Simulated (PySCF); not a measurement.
quinoxaline (C₈H₆N₂), SMILES c1ccc2nccnc2c1.

Geometry optimised at B3LYP-D3(BJ)/def2-SVP.

Vertical ionisation energy (IE) and electron affinity (EA) in eV. Rows of orbital energies are one-electron estimates. Where ΔSCF, EOM or ADC give a negative EA the extra electron is unbound and the value depends on the basis.

```tsv
level	IE	EA
−ε(HOMO), −ε(LUMO), ωB97X/def2-SVP (PySCF)	9.26	0.04
−ε(HOMO), −ε(LUMO), PBE/def2-SVP (PySCF)	…	…
```

Problem. Fill in the missing entries. (Estimate from the structure and the level; the computed values follow.)

Solution. 
- −ε(HOMO), −ε(LUMO), PBE/def2-SVP (PySCF), IE: 5.52
- −ε(HOMO), −ε(LUMO), PBE/def2-SVP (PySCF), EA: 2.83
